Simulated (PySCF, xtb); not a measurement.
AlF₂H₄NO₂Si, SMILES [SiH]([NH][Al]([OH])[OH])(F)F. The values are those of a single conformer.

Harmonic wavenumbers (cm⁻¹) from GFN2-xTB run with xtb 6.7.1 at its own minimum, in rising order: 26, 50, 62, 119, 157, 188, 210, 247, 266, 279, 307, 326, 343, 367, 593, 639, 677, 793, 844, 864, 963, 983, 1097, 2432, 3427, 3795, 3800.

Problem. What does B3LYP-D3(BJ)/def2-SVP (PySCF) give at its own minimum? (The exact figures need the calculation; the answer reports its results.)

Solution. 21, 48, 90, 201, 232, 245, 263, 285, 286, 329, 374, 490, 497, 576, 674, 820, 831, 847, 908, 951, 952, 970, 1146, 2347, 3557, 3936, 3951. Paired by order, the mean absolute difference is 82 cm⁻¹ and the zero-point energies are 34.1 and 36.9 kcal/mol.
